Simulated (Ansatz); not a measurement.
One change: `FBOCS` becomes `O[SiH2]OBF`.

Ansatz, PBE0-D4/def2-TZVP geometries, multiplicity 1. Each molecule was computed in one conformer, which needn't be the lowest.

```json
{"property": "HOMO–LUMO gap (B3LYP/def2-TZVPP) / eV", "`FBOCS`": "6.94"}
{"property": "HOMO energy (ωB97M-V/def2-TZVPP) / eV", "`FBOCS`": "-9.77"}
{"property": "size of the dipole moment (B3LYP/def2-TZVPP) / D", "`FBOCS`": "1.92"}
{"property": "HOMO energy (PBE0/def2-TZVPP) / eV", "`FBOCS`": "-7.52"}
{"property": "HOMO–LUMO gap (PBE0/def2-TZVPP) / eV", "`FBOCS`": "7.46"}
{"property": "LUMO energy (PBE0/def2-TZVPP) / eV", "`FBOCS`": "-0.06"}
```

Problem. What does the change do to each property? (Estimate.)

Solution. The calculation gave: 
```csv
property,`O[SiH2]OBF`,shift
HOMO–LUMO gap (B3LYP/def2-TZVPP) / eV,8.82,1.88
HOMO energy (ωB97M-V/def2-TZVPP) / eV,-11.52,-1.75
size of the dipole moment (B3LYP/def2-TZVPP) / D,2.20,0.28
HOMO energy (PBE0/def2-TZVPP) / eV,-9.24,-1.72
HOMO–LUMO gap (PBE0/def2-TZVPP) / eV,9.32,1.86
LUMO energy (PBE0/def2-TZVPP) / eV,0.07,0.13
```

With PBE0 the HOMO falls by 1.72 eV and the LUMO rises by 0.13 eV, so the gap widens by about 1.85 eV. PBE moves the HOMO by -1.54 eV and ωB97M-V by -1.75 eV. Dipoles are sizes alone; their direction can turn.

B3LYP here is the variant with VWN-RPA as its local correlation; programs differ in this.
